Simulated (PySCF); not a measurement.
Mean harmonic wavenumber (cm⁻¹) of eight silicon and germanium compounds: PBE-D3(BJ) beside B3LYP-D3(BJ), computed with PySCF for isolated molecules in the bases named; differences from unrounded values. The eight are the first of their class met in an unordered collection, after screening for sound electronic states; none was chosen by its value. Each level has its own optimised geometry.

```tsv
molecule	basis	B3LYP-D3(BJ)	PBE-D3(BJ)	difference
C2H9FSi3, SMILES F[C@H]1C[SiH2][Si@@H]1[SiH3]	def2-SVP	1100	1066	-34
C₂H₅N₃Si, SMILES N[SiH]1N=CC=N1	def2-SVP	1251	1216	-35
CH3ClFNSi2, SMILES [SiH2]1C=N[Si@@]1(Cl)F	def2-SVP	892	860	-32
B(Cl)2(OSiH3) (BCl2H3OSi), SMILES [SiH3]OB(Cl)Cl	def2-SVP	902	875	-27
C2H10FNSi2, SMILES NC[SiH2]C[SiH2]F	def2-SVP	1242	1207	-35
propoxymethylsilane (C4H12OSi), SMILES CCCOC[SiH3]	def2-SVP	1380	1341	-39
B(F)(OH)(OSiH3) (BFH₄O₂Si), SMILES O([SiH3])B(F)O	def2-SVP	1096	1063	-34
2,2-difluoro-1-silylethanone (C2H4F2OSi), SMILES O=C([SiH3])C(F)F	def2-SVP	1035	998	-37
```

PBE-D3(BJ) lies below B3LYP-D3(BJ) in 8 and above it in 0 of the eight; the mean signed difference is -34 and the largest -39 cm⁻¹.
